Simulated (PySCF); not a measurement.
## Vibration and rotation of LiBi

UHF-CCSD(T) constants of LiBi, ³Σ⁻ (triplet), unpaired electrons π ↑↑ (basis Li def2-SVPD, Bi def2-SVPD with ECP60; scalar-relativistic core potentials; PySCF 2.14; masses 7.0160 and 208.9804 u):

```
ωe              : 347.7 cm⁻¹
ωexe            : 2.21 cm⁻¹
Be              : 0.32891 cm⁻¹
αe              : 0.00335 cm⁻¹
D (centrifugal) : 1.18e-06 cm⁻¹
De to Li + Bi   : 1.11 eV
```

Problem. Give the vibrational terms G(v) and spacings up to v = 6.

Solution. G(v) = ωe(v+½) − ωexe(v+½)².

```json
{"v": "0", "G(v) (cm⁻¹)": "173.3", "G(v) − G(v−1)": "", "Bv (cm⁻¹)": "0.3272"}
{"v": "1", "G(v) (cm⁻¹)": "516.6", "G(v) − G(v−1)": "343.3", "Bv (cm⁻¹)": "0.3239"}
{"v": "2", "G(v) (cm⁻¹)": "855.4", "G(v) − G(v−1)": "338.9", "Bv (cm⁻¹)": "0.3205"}
{"v": "3", "G(v) (cm⁻¹)": "1189.9", "G(v) − G(v−1)": "334.4", "Bv (cm⁻¹)": "0.3172"}
{"v": "4", "G(v) (cm⁻¹)": "1519.9", "G(v) − G(v−1)": "330.0", "Bv (cm⁻¹)": "0.3138"}
{"v": "5", "G(v) (cm⁻¹)": "1845.5", "G(v) − G(v−1)": "325.6", "Bv (cm⁻¹)": "0.3105"}
{"v": "6", "G(v) (cm⁻¹)": "2166.7", "G(v) − G(v−1)": "321.2", "Bv (cm⁻¹)": "0.3071"}
```

Problem. How well does the Morse estimate ωe²/(4ωexe) reproduce De, and what is D0?

Solution. It gives 1.70 eV, 153 % of the computed De. D0 = De − G(0) = 1.11 − 0.02 = 1.09 eV.

Correlated steps freeze 4 core orbitals. Correlated levels converge slowly with the basis: in double zeta they bind strong bonds too weakly, by up to about 1 eV, and carry superposition errors of some tenths. These are scalar-relativistic numbers at best; spin–orbit coupling would shift them, the dissociation energy most. The state is the lowest determinant that a PBE0 search found; another state may lie lower at other levels.
